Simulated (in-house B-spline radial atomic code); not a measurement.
Configurations of the phosphorus ion P⁶⁺, with energies counted from [He] 2s2 2p5. Computed with an all-electron radial atomic-structure program (B-spline basis): non-relativistic B97-1, spin-polarised, spherical fractional occupations, exact exchange averaged over the configuration, point nucleus. Shells without spins written out take the highest spin.

```
   configuration  E - E(ref) (eV)  highest orbital  its <r> (bohr)
    [He] 2s1 2p6           49.058          2p down          0.4629
[He] 2s1 2p5 3p1           215.22            3p up           1.393
[He] 2s1 2p5 3d1           231.09            3d up           1.359
```

(1) Order these further configurations by energy, lowest first.
A. [He] 2s2 2p4 3d1
B. [He] 2s1 2p5 3s1
C. [He] 2s2 2p4 3p1
D. [He] 2s2 2p4 3s1

Answers

(1) D (156.9 eV), C (168.84 eV), A (185.03 eV), B (203.17 eV).
